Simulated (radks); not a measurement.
Values are calculated unless marked as measured or tabulated.
Isoelectronic series with 21 electrons, all held in the configuration [Ar] 3d1 4s2, which need not be the ground one along the series. Level of theory: scalar-relativistic Kohn-Sham, PBE, spin-unpolarised, spherical densities, point nucleus (a radial shooting solver on a logarithmic mesh with Libxc functionals). Total energies (hartree) and orbital eigenvalues (eV):

ion    E (hartree)         3d         4s         3p         3s
Sc      -764.05640    -3.2334    -4.1831   -33.6246   -55.0391
Ti+     -853.20635   -15.8672   -11.9353   -51.5542   -75.5845
V2+     -947.68637   -32.8852   -22.0437   -73.6573  -100.4081
Cr3+   -1047.48653   -53.6183   -34.2309   -99.3461  -128.8950
Mn4+   -1152.60911   -77.8102   -48.3787  -128.4155  -160.8309
Fe5+   -1263.06187  -105.3292   -64.4239  -160.7654  -196.1136
Co6+   -1378.85586  -136.0970   -82.3285  -196.3390  -234.6870
Ni7+   -1500.00439  -170.0624  -102.0684  -235.1011  -276.5184
Cu8+   -1626.52261  -207.1899  -123.6282  -277.0290  -321.5891
Zn9+   -1758.42713  -247.4539  -146.9976  -322.1077  -369.8888
Ga10+  -1895.73591  -290.8352  -172.1704  -370.3276  -421.4133
Ge11+  -2038.46816  -337.3195  -199.1430  -421.6825  -476.1628
As12+  -2186.64418  -386.8956  -227.9138  -476.1693  -534.1404
Se13+  -2340.28543  -439.5549  -258.4829  -533.7866  -595.3521
Br14+  -2499.41441  -495.2906  -290.8519  -594.5348  -659.8058
Kr15+  -2664.05470  -554.0974  -325.0230  -658.4156  -727.5114
Rb16+  -2834.23094  -615.9713  -360.9998  -725.4318  -798.4801
Sr17+  -3009.96881  -680.9092  -398.7864  -795.5870  -872.7246
Zr19+  -3378.23752  -819.9680  -479.8090  -945.3331  -1031.098

3d drops below 4s between Sc and Ti+.
